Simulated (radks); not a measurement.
Values are calculated unless marked as measured or tabulated.
Problem. These are the eigenvalues of the occupied orbitals of an atom or ion with whole-number occupations (Ry). Level of theory: Dirac Kohn-Sham, PBE, spin-unpolarised, spherical densities, finite nucleus; Fermi nuclear charge, rms radius of each element as measured or else 0.836 A^(1/3) + 0.57 fm (a radial shooting solver on a logarithmic mesh with Libxc functionals).

1s1/2: -4857.759
2s1/2: -886.5743
2p1/2: -849.7853
2p3/2: -762.2687
3s1/2: -254.5910
3p1/2: -238.3583
3p3/2: -219.4494
3d3/2: -192.0145
3d5/2: -187.8999
4s1/2: -99.73988
4p1/2: -92.92294
4p3/2: -87.72335
4d3/2: -76.48591
4d5/2: -75.41847

Which element is it, and in what charge state? The configuration may be excited. Open shells, if any, fill j = l - 1/2 first.

Solution. Z = 72, hafnium, charge +27: Hf27+ in [Kr] 4d9. The list shows which subshells hold electrons but not how many an open one holds; the 1s level, -2428.9 hartree, gives Z - s = 69.7 by -(Z - s)^2/2, which with screening and relativity narrows Z to a few neighbours, and the depths of the outer levels then fix element, charge and occupations together.
